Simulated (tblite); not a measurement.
Compound: C₇H₁₁S (doublet state).
Atom-mapped SMILES: `[S:1][CH2:2][C@H:3]1[CH2:4][C@@H:5]2[CH2:6][C@@H:7]2[CH2:8]1` (hydrogens: H9, H10 on C2; H11 on C3; H12, H13 on C4; H14 on C5; H15, H16 on C6; H17 on C7; H18, H19 on C8)

Computed with GFN2-xTB (tblite), gas phase: L-BFGS steps from a force-field or distance-geometry start until the largest atomic force falls under 0.01 eV/Å.

The end geometry, which sets the zero of energy:
```
atom  x, y, z in Å
S1      3.3520    0.3562   -0.9166
C2      2.1694    0.5762    0.4207
C3      0.7285    0.4634   -0.0629
C4      0.3897   -0.9423   -0.5884
C5     -1.0793   -1.1318   -0.2892
C6     -2.0044   -0.0194   -0.6831
C7     -1.4905   -0.1038    0.7236
C8     -0.2823    0.7392    1.0662
H9      2.3554    1.5632    0.8495
H10     2.3883   -0.1838    1.1740
H11     0.5852    1.1936   -0.8637
H12     0.9681   -1.6959   -0.0483
H13     0.6225   -1.0377   -1.6498
H14    -1.4555   -2.1439   -0.2621
H15    -1.6413    0.7625   -1.3308
H16    -3.0417   -0.2695   -0.8497
H17    -2.1805   -0.3310    1.5233
H18    -0.5184    1.8017    1.1420
H19     0.1249    0.4125    2.0263
```

Question: These geometries come from the run, each turned onto the end geometry. Order them by energy, lowest first.
A.
```
atom  x, y, z in Å
S1      3.3913    0.5086   -0.8848
C2      2.1738    0.5693    0.4393
C3      0.7467    0.4475   -0.0757
C4      0.3835   -0.9558   -0.5968
C5     -1.0895   -1.1182   -0.2958
C6     -2.0351   -0.0215   -0.6916
C7     -1.4869   -0.0730    0.7035
C8     -0.2671    0.7491    1.0436
H9      2.3270    1.5265    0.9446
H10     2.4253   -0.2369    1.1345
H11     0.6175    1.1714   -0.8860
H12     0.9272   -1.7210   -0.0345
H13     0.6302   -1.0762   -1.6516
H14    -1.4613   -2.1303   -0.2254
H15    -1.7310    0.7503   -1.3828
H16    -3.0706   -0.2961   -0.8099
H17    -2.1550   -0.3019    1.5229
H18    -0.4594    1.8199    1.1264
H19     0.1233    0.3976    2.0012
```
B.
```
atom  x, y, z in Å
S1      3.3901    0.5126   -0.8887
C2      2.1923    0.5686    0.4345
C3      0.7518    0.4463   -0.0757
C4      0.3884   -0.9547   -0.5910
C5     -1.0897   -1.1100   -0.3066
C6     -2.0390   -0.0176   -0.6961
C7     -1.4843   -0.0652    0.6979
C8     -0.2566    0.7473    1.0388
H9      2.3261    1.5176    0.9579
H10     2.4195   -0.2224    1.1427
H11     0.6103    1.1646   -0.8795
H12     0.9165   -1.7263   -0.0322
H13     0.6222   -1.0831   -1.6523
H14    -1.4479   -2.1230   -0.2135
H15    -1.7485    0.7507   -1.3919
H16    -3.0840   -0.2965   -0.8137
H17    -2.1346   -0.3059    1.5192
H18    -0.4596    1.8144    1.1268
H19     0.1171    0.3920    2.0042
```
C.
```
atom  x, y, z in Å
S1      3.3626    0.4563   -0.9154
C2      2.1689    0.5670    0.4246
C3      0.7311    0.4544   -0.0700
C4      0.3850   -0.9535   -0.5881
C5     -1.0837   -1.1350   -0.2790
C6     -2.0044   -0.0223   -0.6821
C7     -1.4898   -0.0954    0.7245
C8     -0.2793    0.7479    1.0558
H9      2.3298    1.5302    0.9142
H10     2.4005   -0.2303    1.1338
H11     0.5974    1.1804   -0.8763
H12     0.9636   -1.7095   -0.0509
H13     0.6091   -1.0529   -1.6517
H14    -1.4641   -2.1453   -0.2390
H15    -1.6328    0.7510   -1.3347
H16    -3.0436   -0.2646   -0.8484
H17    -2.1776   -0.3161    1.5277
H18    -0.5104    1.8130    1.1153
H19     0.1277    0.4339    2.0206
```
D.
```
atom  x, y, z in Å
S1      3.4038    0.5129   -0.9124
C2      2.2064    0.5683    0.4337
C3      0.7607    0.4476   -0.0778
C4      0.3911   -0.9559   -0.5853
C5     -1.0917   -1.1022   -0.3098
C6     -2.0484   -0.0169   -0.7035
C7     -1.4855   -0.0581    0.6897
C8     -0.2499    0.7437    1.0394
H9      2.3189    1.5142    0.9728
H10     2.4104   -0.2169    1.1576
H11     0.6018    1.1648   -0.8804
H12     0.9150   -1.7327   -0.0293
H13     0.6140   -1.0851   -1.6483
H14    -1.4385   -2.1171   -0.2079
H15    -1.7502    0.7535   -1.3951
H16    -3.0994   -0.2999   -0.8154
H17    -2.1210   -0.3080    1.5160
H18    -0.4639    1.8074    1.1251
H19     0.1167    0.3898    2.0121
```
E.
```
atom  x, y, z in Å
S1      3.3933    0.4980   -0.8926
C2      2.1797    0.5653    0.4308
C3      0.7419    0.4524   -0.0778
C4      0.3839   -0.9541   -0.5879
C5     -1.0912   -1.1265   -0.2874
C6     -2.0265   -0.0248   -0.6864
C7     -1.4932   -0.0800    0.7140
C8     -0.2694    0.7479    1.0451
H9      2.3159    1.5258    0.9348
H10     2.4144   -0.2417    1.1285
H11     0.6186    1.1770   -0.8879
H12     0.9481   -1.7123   -0.0395
H13     0.6270   -1.0638   -1.6464
H14    -1.4743   -2.1365   -0.2436
H15    -1.6908    0.7472   -1.3595
H16    -3.0668   -0.2971   -0.8123
H17    -2.1789   -0.2944    1.5215
H18    -0.4751    1.8163    1.1232
H19     0.1335    0.4108    2.0045
```

Answer: C (0.002 eV), E (0.011 eV), A (0.023 eV), B (0.042 eV), D (0.073 eV).

In the order of the answer:

| step | E above end (eV) | largest force (eV/Å) | rms force component (eV/Å) | rms distance from end (Å) | rms bond change (Å) | bond most changed (Å) |
| --- | --- | --- | --- | --- | --- | --- |
| 26 | 0.002 | 0.02 | 0.008 | 0.036 | 0.000 | C3–C4 +0.001 |
| 10 | 0.011 | 0.12 | 0.034 | 0.055 | 0.002 | C2–C3 +0.005 |
| 6 | 0.023 | 0.20 | 0.058 | 0.063 | 0.001 | C7–C8 -0.003 |
| 3 | 0.042 | 0.37 | 0.120 | 0.069 | 0.005 | S1–C2 -0.013 |
| 2 | 0.073 | 0.51 | 0.166 | 0.073 | 0.006 | C6–H16 +0.014 |

What follows is the cost of the whole relaxation. On an Arm Neoverse V2 with one thread (shared host), this took 0.3 s wall.
